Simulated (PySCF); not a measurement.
## [NdCl4]− relaxed at several levels

Computed with PySCF 2.14.0, def2-SVP on the ligands, density fitting, scalar-relativistic core potentials, no spin-orbit coupling, vacuum. Each row is relaxed at its own level from the same template. Distances are means of the shortest metal–ligand contacts, charges and spins Mulliken's; removal energies are rigid, with the ligand's formal charge and no counterpoise, so too large; for an anion taken off a cation in vacuum most of it is the attraction of opposite charges, and multiply charged cations can part far more cheaply with an electron moved from ligand to metal. lcecp potentials hold a fixed number of 4f electrons in the core, out of states, spins and gaps.

| level | basis on the metal | point group | M–Cl (Å) | charge on M (e) | removal of one Cl (eV) | strongest infrared band, degenerate modes summed (cm⁻¹) | unstable modes (below −25 cm⁻¹) |
| --- | --- | --- | --- | --- | --- | --- | --- |
| PBE0 | lcecp-1-SVP with ECP49 | Td | 2.598 | 0.76 | 4.88 | 304 | 0 |

Q: What does the calculation give for r2SCAN, lcecp-1-SVP with ECP49?

A: point group: Td, M–Cl (Å): 2.607, charge on M (e): 0.77, removal of one Cl (eV): 4.87, unstable modes (below −25 cm⁻¹): not given.
```xyz
5

Nd    0.0000    0.0000    0.0000
Cl    1.5053    1.5053    1.5053
Cl   -1.5053   -1.5053    1.5053
Cl    1.5053   -1.5053   -1.5053
Cl   -1.5053    1.5053   -1.5053
```

One start shape was tried for each, so a minimum needn't be the lowest isomer.
